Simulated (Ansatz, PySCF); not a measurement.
C2H6O2Te, SMILES CO[Te]OC. Atoms are numbered in the order given.

```xyz
11

Te     0.0000     0.0000     0.6274
O     -1.3334    -0.6711    -0.6835
C     -2.0932     0.2868    -1.3822
H     -2.6964     0.9238    -0.7100
H     -2.7781    -0.2666    -2.0449
H     -1.4615     0.9430    -2.0060
O      1.3334     0.6711    -0.6835
C      2.0932    -0.2868    -1.3822
H      2.6964    -0.9238    -0.7100
H      2.7781     0.2666    -2.0449
H      1.4615    -0.9430    -2.0060
```

Coordinates come from a PBE0-D3(BJ)/def2-SVP optimisation. The def2 effective core potentials stand for the cores of Te; spin–orbit coupling is left out. One conformer was computed; it need not be the lowest.

Two levels are set side by side: PBE-D3(BJ)/def2-SVP (Ansatz, an electronic-structure program) and PBE0-D3(BJ)/def2-SVP (Ansatz). Each level has its own optimised geometry; the coordinates shown are those of the second. Frequencies come from the Hessian of PySCF at each geometry. Differences are taken from unrounded values.

```json
[
 {"quantity": "mean bond length (Å)", "PBE0-D3(BJ)": "1.341"},
 {"quantity": "bond Te1–O2 (Å)", "PBE0-D3(BJ)": "1.987"},
 {"quantity": "bond Te1–O7 (Å)", "PBE0-D3(BJ)": "1.987"},
 {"quantity": "bond O2–C3 (Å)", "PBE0-D3(BJ)": "1.408"},
 {"quantity": "bond O7–C8 (Å)", "PBE0-D3(BJ)": "1.408"},
 {"quantity": "bond C3–H4 (Å)", "PBE0-D3(BJ)": "1.105"},
 {"quantity": "bond C3–H5 (Å)", "PBE0-D3(BJ)": "1.102"},
 {"quantity": "bond C3–H6 (Å)", "PBE0-D3(BJ)": "1.104"},
 {"quantity": "bond C8–H9 (Å)", "PBE0-D3(BJ)": "1.105"},
 {"quantity": "bond C8–H10 (Å)", "PBE0-D3(BJ)": "1.102"},
 {"quantity": "bond C8–H11 (Å)", "PBE0-D3(BJ)": "1.104"},
 {"quantity": "highest harmonic wavenumber (cm⁻¹)", "PBE0-D3(BJ)": "3132"},
 {"quantity": "mean harmonic wavenumber (cm⁻¹)", "PBE0-D3(BJ)": "1354"},
 {"quantity": "zero-point energy (kcal/mol)", "PBE0-D3(BJ)": "52.28"}
]
```

Task: What does PBE-D3(BJ) give, and how far is it from PBE0-D3(BJ)? (The exact figures need the calculation; the answer reports its results.)

Result: 
| quantity | PBE-D3(BJ) | PBE-D3(BJ) minus PBE0-D3(BJ) |
|---|---|---|
| mean bond length (Å) | 1.357 | 0.016 |
| bond Te1–O2 (Å) | 2.024 | 0.037 |
| bond Te1–O7 (Å) | 2.024 | 0.037 |
| bond O2–C3 (Å) | 1.423 | 0.015 |
| bond O7–C8 (Å) | 1.423 | 0.015 |
| bond C3–H4 (Å) | 1.114 | 0.009 |
| bond C3–H5 (Å) | 1.111 | 0.009 |
| bond C3–H6 (Å) | 1.113 | 0.009 |
| bond C8–H9 (Å) | 1.114 | 0.009 |
| bond C8–H10 (Å) | 1.111 | 0.009 |
| bond C8–H11 (Å) | 1.113 | 0.009 |
| highest harmonic wavenumber (cm⁻¹) | 3031 | -101 |
| mean harmonic wavenumber (cm⁻¹) | 1302 | -52 |
| zero-point energy (kcal/mol) | 50.26 | -2.01 |

Exact exchange shortens and stiffens bonds; PBE has none. Differences between two approximate levels are no errors against the true value.
